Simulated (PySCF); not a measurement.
# Dipole moment and polarisability of `CCCC[SiH2]S`

Species: C₄H₁₂SSi.
SMILES with atom numbers: `[CH3:1][CH2:2][CH2:3][CH2:4][SiH2:5][SH:6]` (hydrogens: H7, H8, H9 on C1; H10, H11 on C2; H12, H13 on C3; H14, H15 on C4; H16, H17 on Si5; H18 on S6)

Cartesian coordinates in Å at the GFN2-xTB level; atoms count from 1:
```xyz
18
C4H12SSi angstrom
C     -2.9077   -0.5420    0.0378
C     -1.7307    0.4138   -0.1146
C     -0.3944   -0.3242   -0.1644
C      0.7809    0.6359   -0.3188
Si     2.4480   -0.2529   -0.3818
S      3.9318    1.2951   -0.5998
H     -3.8443    0.0097    0.0705
H     -2.9473   -1.2356   -0.7995
H     -2.8155   -1.1188    0.9559
H     -1.7218    1.1146    0.7238
H     -1.8527    0.9964   -1.0311
H     -0.4033   -1.0285   -0.9996
H     -0.2716   -0.9075    0.7512
H      0.6437    1.2266   -1.2279
H      0.7734    1.3469    0.5111
H      2.7510   -0.9734    0.8529
H      2.5731   -1.1379   -1.5378
H      4.9788    0.4882   -0.6262
```

Level: CAM-B3LYP/def2-SVPD (PySCF), static field, nuclei fixed, core orbitals frozen in the response. The polarisability tensor in these axes (au):

```
x   120.64   8.36  -3.46
y     8.36  91.32  -1.26
z    -3.46  -1.26  82.44
```

Diagonalise the tensor; give its mean and Δα, where Δα² is half the sum of the squared differences of the eigenvalues.

Principal values 82.09, 89.12 and 123.18 au; mean 98.13 au = 14.54 Å³ = 16.18 × 10⁻⁴⁰ C²·m²/J; Δα = 38.07 au (39 % of the mean).

What is the dipole moment, and where does it point?

(-1.25, -1.07, 0.17) D, 1.65 D in size, pointing from the negative to the positive side. Measured along this direction, the outermost atoms are H18 at the negative end and H9, H8 and H7 at the positive end.

In TDDFT the mean static polarisability is Σ f/ω² over all singlet excitations (ω in hartree). How much of it do the 8 lowest give? Their energies (eV) and oscillator strengths: 6.07, 0.0149; 6.26, 0.0211; 7.02, 0.0050; 7.62, 0.0025; 7.74, 0.0040; 7.79, 0.0995; 7.97, 0.0426; 8.00, 0.0016.

They add up to 2.58 au, 2.6 % of the 98.13 au; the largest single term is 1.21 au, from the state at 7.79 eV. Terms in order: 0.30, 0.40, 0.07, 0.03, 0.05, 1.21, 0.50, 0.02 au. Higher excitations give the rest. The strengths listed sum to 0.191.

What are the principal values of the traceless quadrupole moment, Θ = ½Σq(3rr − r²1), about the centre of nuclear charge?

-6.55, -0.01, 6.56 D·Å. The values depend on the origin, since the dipole doesn't vanish. The electronic extent ⟨r²⟩ about the same centre is 1782 bohr², a root-mean-square distance of 2.75 Å for the 66 electrons.

Estimate the molar refractivity from the static electronic polarisability.

Lorentz–Lorenz: R = (4π/3)N_A α = 2.5225 cm³/(mol·Å³) × 14.54 Å³ = 36.7 cm³/mol, in the limit of long wavelengths.

What would n − 1 = 2πNα be for an ideal gas of these molecules at 500 K and 1 atm, electronic part alone?

N = p/kT = 1.4678 × 10¹⁹ cm⁻³, so n − 1 = 2π × N × 14.54 × 10⁻²⁴ cm³ = 1341 × 10⁻⁶ at long wavelengths.

Isolated species at its GFN2-xTB geometry (one conformer only).
